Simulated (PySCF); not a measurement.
# Relaxation of sextet IrSCl₂

Method: PySCF, UB3LYP, basis Ir def2-SVP with ECP60, S def2-SVP, Cl def2-SVP (scalar-relativistic core potentials, no spin–orbit coupling, density fitting). A (50,194) grid was used.

A hand-made T-shaped (ligand arrangement 1) start, of Cs symmetry, held to at least that symmetry:

Coordinates in bohr (charge 0 multiplicity 6):
```
Ir   -0.0670    0.0000   -0.5275
S    -4.0141    0.0000   -0.3897
Cl   -0.0670    0.0000    3.6488
Cl    4.1068    0.0000   -0.3818
```

Optimiser trace:
```json
{"step": "0", "E − E(last) (kJ/mol)": "128.79", "largest gradient (Eh/bohr)": "0.07643"}
{"step": "1", "E − E(last) (kJ/mol)": "59.22", "largest gradient (Eh/bohr)": "0.02623"}
{"step": "2", "E − E(last) (kJ/mol)": "42.64", "largest gradient (Eh/bohr)": "0.00935"}
{"step": "3", "E − E(last) (kJ/mol)": "30.04", "largest gradient (Eh/bohr)": "0.01405"}
{"step": "4", "E − E(last) (kJ/mol)": "23.44", "largest gradient (Eh/bohr)": "0.01347"}
{"step": "5", "E − E(last) (kJ/mol)": "16.51", "largest gradient (Eh/bohr)": "0.01180"}
{"step": "6", "E − E(last) (kJ/mol)": "8.22", "largest gradient (Eh/bohr)": "0.00778"}
{"step": "7", "E − E(last) (kJ/mol)": "3.28", "largest gradient (Eh/bohr)": "0.00417"}
{"step": "8", "E − E(last) (kJ/mol)": "1.49", "largest gradient (Eh/bohr)": "0.00514"}
{"step": "9", "E − E(last) (kJ/mol)": "0.40", "largest gradient (Eh/bohr)": "0.00545"}
{"step": "10", "E − E(last) (kJ/mol)": "0.08", "largest gradient (Eh/bohr)": "0.00184"}
{"step": "11", "E − E(last) (kJ/mol)": "0.05", "largest gradient (Eh/bohr)": "0.00061"}
{"step": "12", "E − E(last) (kJ/mol)": "0.04", "largest gradient (Eh/bohr)": "0.00090"}
{"step": "13", "E − E(last) (kJ/mol)": "0.03", "largest gradient (Eh/bohr)": "0.00043"}
{"step": "14", "E − E(last) (kJ/mol)": "0.03", "largest gradient (Eh/bohr)": "0.00044"}
{"step": "15", "E − E(last) (kJ/mol)": "0.01", "largest gradient (Eh/bohr)": "0.00045"}
{"step": "16", "E − E(last) (kJ/mol)": "0.00", "largest gradient (Eh/bohr)": "0.00043"}
{"step": "17", "E − E(last) (kJ/mol)": "0.00", "largest gradient (Eh/bohr)": "0.00017"}
```

It ends at C2v with Ir–Cl 2.331 Å (×2), Ir–S 2.231 Å; Cl–Ir–Cl 130.1°, Cl–Ir–S 115.0° (×2) (after a last refinement on a finer grid). The frequency run here used a shortcut that can spoil soft modes, so no verdict on minimum or saddle point is given. Other isomers or separated fragments may lie lower.

Final geometry:
```xyz
4
charge 0 multiplicity 6, angstrom
Ir    0.0072    0.0000    0.0043
S    -1.9051    0.0000   -1.1441
Cl   -0.2371    0.0000    2.3229
Cl    1.9391    0.0000   -1.3008
```

Other spin states or occupations of the open shell can lie lower. At this level a doublet minimum of C2v symmetry lies 186 kJ/mol below this structure. With an element this heavy the missing spin–orbit coupling can shift these numbers.
